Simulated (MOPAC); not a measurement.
A run for MOPAC: PM6 on CH8OSi (a complex), monomers drawn apart or pushed together.

```
PM6 1SCF PRECISE CHARGE=0 THREADS=1
CH8OSi

C      0.19161950 1    -0.02034643 1     0.48587201 1
H     -0.76427606 1    -0.21949003 1     0.96821516 1
H      0.06408628 1    -0.05296463 1    -0.59477685 1
H      0.54676391 1     0.97079240 1     0.76888363 1
H      0.91561980 1    -0.78158282 1     0.77782672 1
O      0.97404865 1     0.24085986 1     4.18334531 1
Si    -0.59061885 1     0.10533019 1     4.69449192 1
H      1.13831852 1     0.21146089 1     3.23734430 1
H     -1.43994330 1     1.19728500 1     4.15653546 1
H     -0.54503205 1     0.18545753 1     6.16776015 1
H     -1.19391530 1    -1.18557612 1     4.27853939 1
```

Output:

```
*******************************************************************************
 **                                                                           **
 **                              MOPAC v23.2.5                                **
 **                                                                           **
 *******************************************************************************
 ** MOPAC's Digital Object Identifier: https://doi.org/10.5281/zenodo.6511958 **
 **                                                                           **
 ** Please cite the open-source release paper for use of this MOPAC version:  **
 ** J. E. Moussa and J. J. P. Stewart (2026)                                  **
 ** MOPAC: An open-source semiempirical molecular orbital program             **
 ** J. Open Source Softw., 11(119), 8025, https://doi.org/10.21105/joss.08025 **
 *******************************************************************************

                              PM6 CALCULATION RESULTS

 *******************************************************************************
 *  PM6        - The PM6 Hamiltonian to be used
 *
 *
 *
 *                 CHARGE ON SYSTEM = 0
 *
 *
 *
 *  PRECISE    - TIGHTER CRITERIA TO BE USED
 *  1SCF       - DO 1 SCF AND THEN STOP
 *  THREADS=1  - MULTI-THREADING NOT USED
 *  T=         - A TIME OF 172800.0 SECONDS REQUESTED
 *  DUMP=N     - RESTART FILE WRITTEN EVERY 7200.0 SECONDS REQUESTED
 *******************************************************************************
PM6 1SCF PRECISE CHARGE=0 THREADS=1
 CH8OSi

   ATOM   CHEMICAL          X               Y               Z
  NUMBER   SYMBOL      (ANGSTROMS)     (ANGSTROMS)     (ANGSTROMS)

     1       C          0.19161950  *  -0.02034643  *   0.48587201  *
     2       H         -0.76427606  *  -0.21949003  *   0.96821516  *
     3       H          0.06408628  *  -0.05296463  *  -0.59477685  *
     4       H          0.54676391  *   0.97079240  *   0.76888363  *
     5       H          0.91561980  *  -0.78158282  *   0.77782672  *
     6       O          0.97404865  *   0.24085986  *   4.18334531  *
     7      Si         -0.59061885  *   0.10533019  *   4.69449192  *
     8       H          1.13831852  *   0.21146089  *   3.23734430  *
     9       H         -1.43994330  *   1.19728500  *   4.15653546  *
    10       H         -0.54503205  *   0.18545753  *   6.16776015  *
    11       H         -1.19391530  *  -1.18557612  *   4.27853939  *



          CARTESIAN COORDINATES

    NO.       ATOM           X           Y           Z

     1         C          0.1916     -0.0203      0.4859
     2         H         -0.7643     -0.2195      0.9682
     3         H          0.0641     -0.0530     -0.5948
     4         H          0.5468      0.9708      0.7689
     5         H          0.9156     -0.7816      0.7778
     6         O          0.9740      0.2409      4.1833
     7        Si         -0.5906      0.1053      4.6945
     8         H          1.1383      0.2115      3.2373
     9         H         -1.4399      1.1973      4.1565
    10         H         -0.5450      0.1855      6.1678
    11         H         -1.1939     -1.1856      4.2785

 General Reference for PM6:
 "Optimization of Parameters for Semiempirical Methods V: Modification of NDDO Approximations
 and Application to 70 Elements", J. J. P. Stewart, J. Mol. Mod., 13, 1173-1213 (2007)
 URL: https://link.springer.com/article/10.1007/s00894-007-0233-4

           Empirical Formula: C H8 O Si  =    11 atoms



      MOLECULAR POINT GROUP   :   C1


      RHF CALCULATION, NO. OF DOUBLY OCCUPIED LEVELS = 11


 -------------------------------------------------------------------------------
 PM6 1SCF PRECISE CHARGE=0 THREADS=1
 CH8OSi



     1SCF WAS SPECIFIED, SO BFGS WAS NOT USED
     SCF FIELD WAS ACHIEVED


                              PM6 CALCULATION
                                                       MOPAC v23.2.5 Linux




          FINAL HEAT OF FORMATION =        -78.21490 KCAL/MOL =    -327.25113 KJ/MOL


          COSMO AREA              =        129.76 SQUARE ANGSTROMS
          COSMO VOLUME            =        116.69 CUBIC ANGSTROMS

          IONIZATION POTENTIAL    =         11.149930 EV
          HOMO LUMO ENERGIES (EV) =        -11.150 -0.082
          NO. OF FILLED LEVELS    =         11
          MOLECULAR WEIGHT        =         64.1591         POINT GROUP:  C1

          MOLECULAR DIMENSIONS (Angstroms)

            Atom       Atom       Distance
            H    10    H     3     6.79410
            H     5    H     9     2.75756
            H    11    H     4     2.64448


          SCF CALCULATIONS        =          1





   ATOM   CHEMICAL          X               Y               Z
  NUMBER   SYMBOL      (ANGSTROMS)     (ANGSTROMS)     (ANGSTROMS)

     1       C          0.19161950  *  -0.02034643  *   0.48587201  *
     2       H         -0.76427606  *  -0.21949003  *   0.96821516  *
     3       H          0.06408628  *  -0.05296463  *  -0.59477685  *
     4       H          0.54676391  *   0.97079240  *   0.76888363  *
     5       H          0.91561980  *  -0.78158282  *   0.77782672  *
     6       O          0.97404865  *   0.24085986  *   4.18334531  *
     7      Si         -0.59061885  *   0.10533019  *   4.69449192  *
     8       H          1.13831852  *   0.21146089  *   3.23734430  *
     9       H         -1.43994330  *   1.19728500  *   4.15653546  *
    10       H         -0.54503205  *   0.18545753  *   6.16776015  *
    11       H         -1.19391530  *  -1.18557612  *   4.27853939  *

                             CARTESIAN COORDINATES

   1    C        0.191619500    -0.020346430     0.485872010
   2    H       -0.764276060    -0.219490030     0.968215160
   3    H        0.064086280    -0.052964630    -0.594776850
   4    H        0.546763910     0.970792400     0.768883630
   5    H        0.915619800    -0.781582820     0.777826720
   6    O        0.974048650     0.240859860     4.183345310
   7   Si       -0.590618850     0.105330190     4.694491920
   8    H        1.138318520     0.211460890     3.237344300
   9    H       -1.439943300     1.197285000     4.156535460
  10    H       -0.545032050     0.185457530     6.167760150
  11    H       -1.193915300    -1.185576120     4.278539390


           Empirical Formula: C H8 O Si  =    11 atoms



      MOLECULAR POINT GROUP   :   C1


                  EIGENVALUES
 -30.14979 -25.47347 -19.69099 -16.84804 -14.09030 -14.03141 -13.97680 -13.79700
 -13.49546 -11.17585 -11.14993  -0.08226   0.80076   0.92500   1.52473   1.99564
   2.70842   4.46595   4.62013   4.81613   5.35556   5.58743   5.59157   5.64976
   6.84499


              NET ATOMIC CHARGES AND DIPOLE CONTRIBUTIONS

  ATOM NO.   TYPE          CHARGE      No. of ELECS.   s-Pop       p-Pop       d-Pop
    1          C          -0.662893        4.6629     1.08028     3.58261
    2          H           0.167738        0.8323     0.83226
    3          H           0.171805        0.8282     0.82819
    4          H           0.162490        0.8375     0.83751
    5          H           0.162359        0.8376     0.83764
    6          O          -0.590868        6.5909     1.66621     4.92466
    7         Si           0.286026        3.7140     1.16516     1.66473     0.88408
    8          H           0.358023        0.6420     0.64198
    9          H          -0.022860        1.0229     1.02286
   10          H          -0.008868        1.0089     1.00887
   11          H          -0.022953        1.0230     1.02295
 DIPOLE           X         Y         Z       TOTAL
 POINT-CHG.    -1.338    -0.191    -1.098     1.741
 HYBRID         0.987     0.067    -0.690     1.206
 SUM           -0.351    -0.124    -1.788     1.827


          ATOMIC ORBITAL ELECTRON POPULATIONS

     Atom    s        px        py        pz      x^2-y^2     xz        z^2       yz        xy
    1  C   1.08028   1.19296   1.18532   1.20433
    2  H   0.83226
    3  H   0.82819
    4  H   0.83751
    5  H   0.83764
    6  O   1.66621   1.69043   1.81899   1.41524
    7 Si   1.16516   0.35097   0.67776   0.63600   0.13062   0.12963   0.25786   0.06990   0.29608
    8  H   0.64198
    9  H   1.02286
   10  H   1.00887
   11  H   1.02295

 **********************
 *                    *
 * JOB ENDED NORMALLY *
 *                    *
 **********************




 == MOPAC DONE ==
```

The run finished.

Cost: roughly 0.020 core-seconds.
